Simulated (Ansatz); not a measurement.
Coupled-cluster diagnostics for the cluster In₃P₃⁺, Ansatz.

Geometry of the doublet (PBE-D4/def2-SVP):

```xyz
6

In   -1.7311   -1.5025    1.4008
In   -0.2703   -0.4126   -3.4740
In    1.2088    2.7743    1.7750
P     0.6356    0.0713    1.6346
P    -0.0887   -1.4855   -0.9303
P     0.2457    0.5551   -0.4061
```

In the def2 sets In takes a core potential; there is no spin–orbit coupling. Correlated methods freeze 27 core orbitals; core or outer-core shells of In are correlated, in sets that lack core-valence functions. Another isomer (doublet) lies 0.86 eV lower at PBE0-D4/def2-TZVP; other spin states weren't run for this one.

Q: Estimate the CCSD(T) correlation energy, the shares of MP2 and (T), T1 and the reference's ⟨S²⟩ for: charge 1, doublet, own geometry in def2-SVP; and the rough time on 4 threads of Arm Neoverse V1 on a shared host.

A: 
| state | basis | correlation (eV) | MP2 share (%) | (T) share (%) | T1 | ⟨S²⟩ (pure) | wall time | remarks |
| --- | --- | --- | --- | --- | --- | --- | --- | --- |
| charge 1, doublet, own geometry | def2-SVP | -16.496 | 82.3 | 5.9 | 0.042 | 1.23 (0.75) | 2.3 min | spin-contaminated |
Customary marks for T1 are 0.02 (closed shells), 0.045 (open shells) and about 0.05 (3d metals). T1 exceeds 0.02 in 1 of 1 rows and 0.045 in 0; the higher it lies, the less the single-reference result can be trusted.
